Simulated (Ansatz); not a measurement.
A structure relaxed at PBE0-D4/def2-TZVP, charge 0, multiplicity 1:

```json
{"atom": "N1", "x (Å)": "-0.700", "y (Å)": "-0.681", "z (Å)": "2.220"}
{"atom": "C2", "x (Å)": "-0.368", "y (Å)": "-0.358", "z (Å)": "1.166"}
{"atom": "Ga3", "x (Å)": "0.182", "y (Å)": "0.177", "z (Å)": "-0.576"}
{"atom": "F4", "x (Å)": "-0.431", "y (Å)": "1.608", "z (Å)": "-1.319"}
{"atom": "F5", "x (Å)": "1.316", "y (Å)": "-0.746", "z (Å)": "-1.491"}
```

(1) Give its formula and SMILES.

(2) Point group (tolerance 0.08 Å, 0.16 Å for H)?

(3) Summarise the bond lengths by kind.

Answers

(1) CF2GaN, `N#[C][Ga]([F])[F]`.

(2) C2v.

(3) 1 × C–N 1.151 Å; 1 × C–Ga 1.904 Å; 2 × F–Ga 1.725 Å.

Program: Ansatz 0.2.0.
